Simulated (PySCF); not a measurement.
## Trend along the halogens: MBe molecules

r²SCAN with triple-zeta basis sets in PySCF, for the lowest determinant that a PBE0 search found; no spin–orbit coupling. De refers to high-spin ground-configuration atoms. A positive dipole means M(−)Be(+).

| M | basis | state (unpaired electrons) | Re (Å) | ωe (cm⁻¹) | De (eV) | μ (D) |
| --- | --- | --- | --- | --- | --- | --- |
| F | x2c-TZVPPall | doublet (σ ↑) | 1.374 | 1223 | 6.16 | 1.17 |
| Cl | def2-TZVPP | doublet (σ ↑) | 1.817 | 822 | 4.42 | 0.83 |
| Br | x2c-TZVPPall | doublet (σ ↑) | 1.971 | 693 | 3.80 | 0.74 |
| I | def2-TZVPP | doublet (σ ↑) | 2.196 | 597 | 3.05 | 0.60 |

The shortest bond is that of BeF (1.374 Å), the longest that of BeI (2.196 Å). BeF is bound most strongly (6.16 eV) and BeI least (3.05 eV).

The rows differ in basis set, which adds steps of its own.

Down a group the atoms grow and get heavier, so bonds lengthen and wavenumbers fall; this series shows no clear exception.

Spin–orbit coupling is left out, which matters for elements this heavy, above all for dissociation energies. States were picked by a PBE0 search and need not be the measured ground states.
